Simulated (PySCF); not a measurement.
Gas-phase reaction: GaH₃.NH₃ + 4 N → GaNH₂ + 4 NH, at 1000 K and a standard pressure of 1 bar. Level: PBE0/def2-SVP†.

Computed with PySCF and rigid-rotor harmonic-oscillator thermochemistry at 1 bar. † marks an energy on the PBE0/def2-TZVP geometry and frequencies. Open shells (unrestricted): N (multiplicity 4), NH (multiplicity 3); the rest are closed-shell singlets. Ga: all electrons, no relativistic terms. Adducts (GaH₃.NH₃) have no counterpoise correction, and HF, PBE, BLYP, B3LYP and PBE0 lack dispersion. GaH₃.NH₃, GaNH₂: computed as isolated molecules; such fragments, hydroxides, amides, oligomers or adducts are transient or little studied in the gas. The harmonic model lacks anharmonicity and excited electronic states, which grow with temperature; levels with a mode under 35 cm⁻¹ are left out. Soft modes under 120 cm⁻¹ make the harmonic entropy rough for GaH₃.NH₃.

```
species        E (Ha)  H(1000 K) − E (kJ/mol)  S°(1000 K) (J/mol/K)
--------  -----------  ----------------------  --------------------
GaH₃.NH₃  -1982.59796                   250.5                 414.8
N           -54.47898                    20.8                 178.5
GaNH₂     -1980.21022                   114.2                 321.2
NH          -55.11137                    49.2                 216.7
```
E: electronic energy; H − E holds the zero-point and thermal terms. 1 Ha = 2625.5 kJ/mol.

Task: Work out ΔH°, ΔS°, ΔG° and log10 K from these numbers.

Result: 1. ΔE = 1×(-1980.21022) + 4×(-55.11137) − 1×(-1982.59796) − 4×(-54.47898) = -0.14182 Ha = -372.3 kJ.
2. Δ(H − E) = 1×(114.2) + 4×(49.2) − 1×(250.5) − 4×(20.8) = -22.7 kJ, so ΔH° = -395.0 kJ.
3. ΔS° = 1×(321.2) + 4×(216.7) − 1×(414.8) − 4×(178.5) = 59.2 J/K; the number of gas molecules stays the same.
4. ΔG° = ΔH° − TΔS° = -395.0 − 1000×(59.2)/1000 = -454.2 kJ.
5. log10 K = −ΔG°/(RT ln 10) = 23.73, with RT ln 10 = 19.14 kJ/mol; at standard pressures the products are favoured.
6. A shift of 10 kJ in ΔE would move log10 K by 0.52 here.
For scale, ΔH°(298 K) is -381 kJ at this level, -391 kJ at ωB97M-V/def2-TZVP†, and runs from -989 to 33 kJ over the 20 levels computed.
